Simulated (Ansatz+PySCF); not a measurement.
A calculation with PySCF 2.14.0.

```python
from pyscf import gto, scf

mol = gto.M(atom="""
Ge 0.000000 0.000000 0.000000
H 0.958480 0.958480 0.958480
H 0.958480 -0.958480 -0.958480
H -0.958480 0.958480 -0.958480
H -0.958480 -0.958480 0.958480
""", basis='def2-svp', charge=0, spin=0)
mf = scf.UHF(mol)
mf.init_guess = '1e'
mf.kernel()
while True:  # follow internal instabilities
    mo, _, stable, _ = mf.stability(return_status=True)
    if stable: break
    mf.kernel(mf.make_rdm1(mo, mf.mo_occ))
print(mf.converged, mf.e_tot, mf.spin_square()[0])
```

The script is written out from the run's settings.

Results

* Converged: yes
* Total energy: -2077.39467 hartree
* Spin squared of the determinant: 0.000
